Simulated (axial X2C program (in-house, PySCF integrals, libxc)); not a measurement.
Outer orbitals of CoSi⁻ at 2.221 Å, PBE0

Calculated with an in-house relativistic program for diatomic molecules. Spin-free means the one-electron spin-free X2C Hamiltonian; two-component (2c) means X2C with spin–orbit coupling and atomic mean-field two-electron Coulomb and Gaunt terms, so the difference of the two also holds small scalar two-electron terms. Basis: Co dyall-acv3z [10s11p7d4f2g], Si dyall-av3z [9s8p3d2f] (cores contracted in-house); Gaussian nuclei, density fitting, unrestricted open shells. Masses: Co 58.933 u, Si 27.977 u.

The distance is close to the 2c PBE0 minimum; the highest filled and lowest empty levels are listed.

Spin-free orbitals, state M_S = 0, Λ = 3 (beyond evenly filled blocks: π+α, δ+α, δ+β, δ-β) (Löwdin shares):

```tsv
symmetry	occupied	ε (eV)	atomic character
σα	yes	-7.56	66% Si s, 13% Co p, 10% Co s
σβ	yes	-5.95	59% Si s, 17% Co d, 12% Co s
δ-β	yes	-3.17	100% Co d
δ+β	yes	-3.17	100% Co d
π-β	yes	-3.15	97% Co d
π+β	yes	-3.15	97% Co d
σβ	yes	-2.59	81% Co d, 9% Si s, 5% Si p
π+α	yes	-1.48	72% Co d, 24% Si p
σα	yes	-1.39	49% Si p, 35% Co d, 7% Co s
δ+α	yes	-1.14	99% Co d
σβ	yes	-0.58	44% Si p, 39% Co s, 7% Co p
π-α	yes	-0.50	70% Si p, 16% Co d, 12% Co p
σα	yes	-0.45	45% Co d, 32% Co s, 16% Si p
π+α	yes	0.32	52% Si p, 30% Co d, 17% Co p
σα	no	1.85	76% Co p, 21% Co s
σβ	no	1.88	71% Co p, 25% Co s, 3% Si p
π-α	no	1.91	99% Co p
π+α	no	1.92	98% Co p
```

The highest filled level is positive, so this functional does not bind it, and the empty levels of an anion are set by the basis.

Spinors with spin–orbit coupling (state Ω = 3):

```json
{"ω": "-1/2", "occupied": "yes", "ε (eV)": "-7.56", "atomic character": "66% Si s, 13% Co p, 10% Co s", "λ mixture": "100% σ"}
{"ω": "1/2", "occupied": "yes", "ε (eV)": "-5.95", "atomic character": "59% Si s, 17% Co d, 12% Co s", "λ mixture": "100% σ"}
{"ω": "-3/2", "occupied": "yes", "ε (eV)": "-3.23", "atomic character": "100% Co d", "λ mixture": "100% δ"}
{"ω": "-1/2", "occupied": "yes", "ε (eV)": "-3.18", "atomic character": "97% Co d", "λ mixture": "100% π"}
{"ω": "3/2", "occupied": "yes", "ε (eV)": "-3.11", "atomic character": "97% Co d", "λ mixture": "100% π"}
{"ω": "5/2", "occupied": "yes", "ε (eV)": "-3.09", "atomic character": "100% Co d", "λ mixture": "100% δ"}
{"ω": "1/2", "occupied": "yes", "ε (eV)": "-2.59", "atomic character": "81% Co d, 9% Si s, 5% Si p", "λ mixture": "100% σ"}
{"ω": "1/2", "occupied": "yes", "ε (eV)": "-1.50", "atomic character": "73% Co d, 24% Si p", "λ mixture": "100% π"}
{"ω": "-1/2", "occupied": "yes", "ε (eV)": "-1.39", "atomic character": "49% Si p, 35% Co d, 7% Co s", "λ mixture": "100% σ"}
{"ω": "3/2", "occupied": "yes", "ε (eV)": "-1.21", "atomic character": "99% Co d", "λ mixture": "100% δ"}
{"ω": "1/2", "occupied": "yes", "ε (eV)": "-0.58", "atomic character": "44% Si p, 39% Co s, 7% Co p", "λ mixture": "100% σ"}
{"ω": "-3/2", "occupied": "yes", "ε (eV)": "-0.49", "atomic character": "70% Si p, 16% Co d, 12% Co p", "λ mixture": "100% π"}
{"ω": "-1/2", "occupied": "yes", "ε (eV)": "-0.44", "atomic character": "46% Co d, 32% Co s, 16% Si p", "λ mixture": "100% σ"}
{"ω": "1/2", "occupied": "yes", "ε (eV)": "0.30", "atomic character": "52% Si p, 29% Co d, 17% Co p", "λ mixture": "100% π"}
{"ω": "-1/2", "occupied": "no", "ε (eV)": "1.85", "atomic character": "78% Co p, 20% Co s", "λ mixture": "100% σ"}
{"ω": "1/2", "occupied": "no", "ε (eV)": "1.89", "atomic character": "72% Co p, 24% Co s, 3% Si p", "λ mixture": "100% σ"}
{"ω": "-3/2", "occupied": "no", "ε (eV)": "1.91", "atomic character": "99% Co p", "λ mixture": "100% π"}
{"ω": "1/2", "occupied": "no", "ε (eV)": "1.92", "atomic character": "98% Co p", "λ mixture": "100% π"}
```

The highest filled level is positive, so this functional does not bind it, and the empty levels of an anion are set by the basis.

Mulliken charges and populations of the two-component result (they depend on the basis, above all on diffuse functions):

Co -0.43 e (s 7.26 p 12.35 d 7.81), Si -0.57 e (s 5.83 p 8.71 d 0.03 f 0.01). ⟨Lz⟩ = 3.00 ħ and ⟨Sz⟩ = 0.00 ħ (1.01 and -1.01 on the two atoms), which add up to Ω.

The state is one determinant whose occupation by symmetry is held fixed; it was picked as the lowest of a PBE0 search that is not exhaustive. Density functionals use the spin component along the axis (collinear). PBE0 can misorder states that lie within some tenths of an eV, so this need not be the ground state of the molecule. The nearest other spin-free determinant of the search, M_S = 0, Λ = 1, lies 0.18 eV up at the distance of the search. The functionals have no current-density term, which raises determinants with orbital currents, atoms included. With several unpaired electrons one determinant need not be a pure state. The highest occupied level of some functionals is positive through self-interaction error; at Hartree–Fock it is bound. The determinant is spin-polarised beyond a pure state at some levels (its spin-free form has ⟨S²⟩ too high), which makes Re and μ there less reliable.
